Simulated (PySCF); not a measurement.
Method: B3LYP-D3(BJ)/def2-TZVP // PBE0-D3(BJ)/def2-SVP in PySCF. Gas-phase values, no solvent. One relaxed conformer stands for a flexible species; it need not be the lowest. B3LYP has the VWN-RPA correlation part, as in Gaussian. Delta-SCF ions had no search for a lower state. Excitations are Tamm–Dancoff values on a coarser integration grid. The basis has no diffuse functions, so Rydberg states are missing or too high.

Reference species (SMILES): `[I][Ge]([O]C)([O]C)[O]C` (neutral, multiplicity 1).

```
Quantity                                 Result
--------------------------------------  -------
T1 excitation (TDA)                     4.77 eV
vertical ionisation energy (Delta-SCF)  9.64 eV
```

Changed species: `C[O][Ge]([I])([I])[O]C` (C–O–Ge–I torsion -63°, I–Ge–O–C torsion -178°) (2 of 4 OCH3 replaced by I; the reference has 1 of 4 OCH3 replaced by I).

Problem. Predict the effect on the T1 excitation (TDA) and vertical ionisation energy (Delta-SCF).

Solution. the T1 excitation (TDA) drops by 0.99 eV, to 3.78 eV; the vertical ionisation energy (Delta-SCF) falls by 0.25 eV, to 9.39 eV.
